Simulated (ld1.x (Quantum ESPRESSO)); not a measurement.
u(r) = r·R(r): atom against pseudo-atom (caesium (Cs))

Columns: radius, all-electron u(r) and pseudo u(r) of the 5d shell (level -0.38 eV) of caesium in the configuration [Kr] 4d10 5s2 5p6 5d0 6s1 6p0; PBE, scalar-relativistic, RRKJ scheme, ld1.x (Quantum ESPRESSO) 7.5.

| r (bohr) | all-electron | pseudo |
| --- | --- | --- |
| 0.192 | 0.0812 | 0.0007 |
| 0.385 | -0.0467 | 0.0053 |
| 0.578 | -0.1310 | 0.0170 |
| 0.770 | -0.1116 | 0.0376 |
| 0.962 | -0.0407 | 0.0674 |
| 1.155 | 0.0428 | 0.1053 |
| 1.348 | 0.1206 | 0.1486 |
| 1.540 | 0.1862 | 0.1937 |
| 1.732 | 0.2390 | 0.2374 |
| 1.925 | 0.2801 | 0.2769 |
| 2.118 | 0.3108 | 0.3099 |
| 2.310 | 0.3331 | 0.3353 |
| 2.502 | 0.3488 | 0.3533 |
| 2.695 | 0.3596 | 0.3648 |
| 2.888 | 0.3666 | 0.3713 |
| 3.080 | 0.3708 | 0.3741 |
| 3.272 | 0.3730 | 0.3748 |
| 3.465 | 0.3738 | 0.3744 |
| 3.658 | 0.3734 | 0.3735 |
| 3.850 | 0.3724 | 0.3724 |
| 4.043 | 0.3707 | 0.3707 |
| 4.235 | 0.3686 | 0.3686 |
| 4.428 | 0.3663 | 0.3663 |
| 4.620 | 0.3638 | 0.3638 |
| 4.812 | 0.3612 | 0.3612 |
| 5.005 | 0.3584 | 0.3584 |

(1) How many radial nodes do the two functions have?

(2) At about which radius was the pseudo-wave matched?

(3) Is the pseudo-wave norm-conserving?

## Answers

(1) The all-electron 5d function has n − l − 1 = 2; the pseudo-wave has 0, since the states of the same l below it are removed with the core.

(2) 3.85 bohr, where the columns begin to agree (steps of 0.19 bohr).

(3) Yes: the RRKJ scheme keeps the norm inside the radius equal to the all-electron one, which fixes the energy derivative of the logarithmic derivative at the level.
